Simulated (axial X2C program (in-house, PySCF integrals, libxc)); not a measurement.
# Outer orbitals of SnC⁺ at 2.116 Å, PBE0

Calculated with an in-house all-electron X2C program for linear molecules (integrals from PySCF). Spin-free means the one-electron spin-free X2C Hamiltonian; two-component (2c) means X2C with spin–orbit coupling and atomic mean-field two-electron Coulomb and Gaunt terms, so the difference of the two also holds small scalar two-electron terms. Basis: Sn dyall-cv3z [11s12p9d4f1g], C dyall-v3z [7s6p2d1f] (cores contracted in-house); Gaussian nuclei, density fitting, unrestricted open shells. Masses: Sn 119.902 u, C 12.000 u.

The distance is close to the 2c PBE0 minimum; the highest filled and lowest empty levels are listed.

Spin-free orbitals, state M_S = 3/2, Λ = 0 (beyond evenly filled blocks: σα, π+α, π-α) (Löwdin shares):

```csv
symmetry,occupied,ε (eV),atomic character
σα,yes,-24.20,"63% C s, 18% Sn s, 9% Sn p"
σβ,yes,-21.17,"44% C s, 36% Sn s, 8% C p"
σα,yes,-18.45,"53% Sn s, 23% C p, 15% C s"
σβ,yes,-16.35,"45% Sn s, 25% C s, 19% Sn p"
σα,yes,-13.96,"53% C p, 30% Sn p, 13% Sn s"
π-α,yes,-13.77,"75% C p, 20% Sn p, 4% Sn d"
π+α,yes,-13.77,"75% C p, 20% Sn p, 4% Sn d"
π-β,no,-9.65,"71% Sn p, 26% C p"
π+β,no,-9.65,"71% Sn p, 26% C p"
σβ,no,-9.15,"52% C p, 29% Sn p, 11% C s"
π-α,no,-8.77,"76% Sn p, 18% C p, 3% Sn d"
π+α,no,-8.77,"76% Sn p, 18% C p, 3% Sn d"
```

Spinors with spin–orbit coupling (state Ω = 3/2):

```
   ω  occupied  ε (eV)             atomic character     λ mixture
 1/2       yes  -24.21   63% C s, 18% Sn s, 9% Sn p        100% σ
-1/2       yes  -21.18    44% C s, 36% Sn s, 8% C p        100% σ
 1/2       yes  -18.44   53% Sn s, 23% C p, 15% C s        100% σ
-1/2       yes  -16.35  45% Sn s, 24% C s, 18% Sn p        100% σ
 1/2       yes  -13.97  53% C p, 30% Sn p, 13% Sn s        100% σ
-1/2       yes  -13.79   73% C p, 22% Sn p, 3% Sn d        100% π
 3/2       yes  -13.76   76% C p, 18% Sn p, 4% Sn d        100% π
 1/2        no   -9.77            73% Sn p, 25% C p   99% π, 1% σ
-3/2        no   -9.52            69% Sn p, 29% C p        100% π
-1/2        no   -9.23   48% C p, 36% Sn p, 10% C s  83% σ, 17% π
-1/2        no   -8.83   67% Sn p, 25% C p, 3% Sn d  83% π, 17% σ
```

How does the gap between the highest filled and lowest empty level change from the spin-free to the 2c table?

From 4.12 to 3.99 eV at PBE0, a change of -0.13 eV.

Mulliken charges and populations of the two-component result (they depend on the basis, above all on diffuse functions):

Sn 1.11 e (s 9.90 p 18.91 d 20.06 f 0.02), C -0.11 e (s 3.81 p 2.28 d 0.02). ⟨Lz⟩ = 0.01 ħ and ⟨Sz⟩ = 1.49 ħ (0.35 and 1.14 on the two atoms), which add up to Ω.

The state is a single determinant with fixed occupations, the lowest that a limited PBE0 search found. Density functionals use the spin component along the axis (collinear). With several unpaired electrons one determinant need not be a pure state. This is the top spin component of a Σ state; components of lower Ω are not single determinants and can lie lower.
